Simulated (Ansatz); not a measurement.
Dissociation curve of GaMg (anion, charge -1), lowest triplet found (which spin is the ground state isn't settled by this scan).

- UKS-PBE = unrestricted PBE/aug-cc-pVDZ in Ansatz (a program for electronic structure)
- UKS-B3LYP = unrestricted B3LYP/aug-cc-pVDZ (Ansatz)
- FCI = full CI/aug-cc-pVDZ, cores with 3d frozen (Ansatz)

Energies relative to the lowest point of each curve between 2.30 and 3.30 Å, where full CI is lowest, in kJ/mol; the last columns give the error against full CI:

```csv
R / Å,UKS-PBE,UKS-B3LYP,FCI,UKS-PBE − FCI,UKS-B3LYP − FCI
1.91,246.0,248.0,278.6,-32.5,-30.6
2.03,150.5,153.1,175.8,-25.3,-22.7
2.19,71.1,73.9,87.6,-16.5,-13.6
2.30,38.4,41.1,49.8,-11.5,-8.8
2.40,19.4,21.7,27.2,-7.7,-5.4
2.52,6.4,8.1,10.6,-4.2,-2.6
2.60,2.0,3.1,4.4,-2.4,-1.3
2.66,0.4,1.0,1.6,-1.2,-0.6
2.73,0.0,0.0,0.0,0.0,0.0
2.82,1.2,0.3,0.0,1.2,0.3
2.95,5.5,3.1,2.8,2.6,0.3
3.11,12.9,7.7,8.8,4.1,-1.0
3.30,21.8,11.3,17.3,4.4,-6.1
```

UKS-PBE is furthest from FCI at 1.91 (-32.5 kJ/mol, below); its mean absolute error over the points is 8.8 kJ/mol.

UKS-B3LYP is furthest from FCI at 1.91 (-30.6 kJ/mol, below); its mean absolute error over the points is 7.2 kJ/mol.

The scan ran from 1.91 to 9.00 Å; beyond the distances shown full CI changes its symmetry label. Where the anion isn't bound against loss of the electron, the finite basis alone holds it.
